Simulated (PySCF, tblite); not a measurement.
Isomers of C6H12ClFO, one GFN2-xTB conformer each. Single-point energies are computed at PBE0/pcSseg-1 (PySCF, gas phase, no added dispersion term), electronic only.

```
                 SMILES  GFN2-xTB relative energy (kJ/mol)
     CCOC[C@@](C)(Cl)CF                                0.0
      COC[C@](C)(F)CCCl                                2.8
CC[C@@H](F)[C@H](CCl)OC                               11.8
```

Conformers: `[CH3:1][CH2:2][O:3][CH2:4][C@@:5]([CH3:6])([Cl:7])[CH2:8][F:9]` with C1–C2–O3–C4 -70°, C2–O3–C4–C5 -173°, O3–C4–C5–C6 60°, C4–C5–C8–F9 -54°; `[CH3:1][O:2][CH2:3][C@:4]([CH3:5])([F:6])[CH2:7][CH2:8][Cl:9]` with C1–O2–C3–C4 179°, O2–C3–C4–C5 -73°, C3–C4–C7–C8 58°, C4–C7–C8–Cl9 172°; `[CH3:1][CH2:2][C@@H:3]([F:4])[C@H:5]([CH2:6][Cl:7])[O:8][CH3:9]` with C1–C2–C3–F4 65°, C2–C3–C5–C6 180°, C3–C5–C6–Cl7 -70°, C3–C5–O8–C9 -170°.

Q: What does PBE0/pcSseg-1 give for the same structures?

A: 
| SMILES | PBE0/pcSseg-1 E (Eh) | PBE0/pcSseg-1 (kJ/mol) | GFN2-xTB (kJ/mol) | point group |
| --- | --- | --- | --- | --- |
| COC[C@](C)(F)CCCl | -870.44684 | 0.0 | 2.8 | C1 |
| CCOC[C@@](C)(Cl)CF | -870.44550 | 3.5 | 0.0 | C1 |
| CC[C@@H](F)[C@H](CCl)OC | -870.44297 | 10.2 | 11.8 | C1 |

GFN2-xTB puts CCOC[C@@](C)(Cl)CF lowest instead; measured from each level's own lowest isomer, the values differ by up to 3.5 kJ/mol (CCOC[C@@](C)(Cl)CF: 0.0 against 3.5). Neighbours under 10 kJ/mol apart (COC[C@](C)(F)CCCl and CCOC[C@@](C)(Cl)CF; CCOC[C@@](C)(Cl)CF and CC[C@@H](F)[C@H](CCl)OC) can change places with a better method, another conformer or zero-point energy.

Q: Which frontier levels, dipoles and rotational constants go with these structures?

A: 
```
                 SMILES  HOMO (eV, PBE0/pcSseg-1)  LUMO (eV)  dipole (D)       A, B, C (MHz)
      COC[C@](C)(F)CCCl                     -7.90       0.88        3.37  1616, 768.9, 600.5
     CCOC[C@@](C)(Cl)CF                     -7.69       0.73        2.70  1937, 786.0, 722.1
CC[C@@H](F)[C@H](CCl)OC                     -7.85       1.05        2.68  1722, 870.8, 696.2
```

Q: What happens when harmonic zero-point energies from GFN2-xTB frequencies are added?

A: 
```tsv
SMILES	ZPE (kJ/mol)	electronic (kJ/mol)	with ZPE (kJ/mol)
COC[C@](C)(F)CCCl	450.6	0.0	0.0
CCOC[C@@](C)(Cl)CF	451.5	3.5	4.4
CC[C@@H](F)[C@H](CCl)OC	451.7	10.2	11.2
```

The zero-point energies span 1.1 kJ/mol. The order is unchanged.

Q: As an exercise, what shares would exp(−E/RT) give at 500 K from these electronic energies alone (no entropy, no degeneracies)?

A: RT = 4.157 kJ/mol: COC[C@](C)(F)CCCl 66.0 %, CCOC[C@@](C)(Cl)CF 28.2 %, CC[C@@H](F)[C@H](CCl)OC 5.7 %.
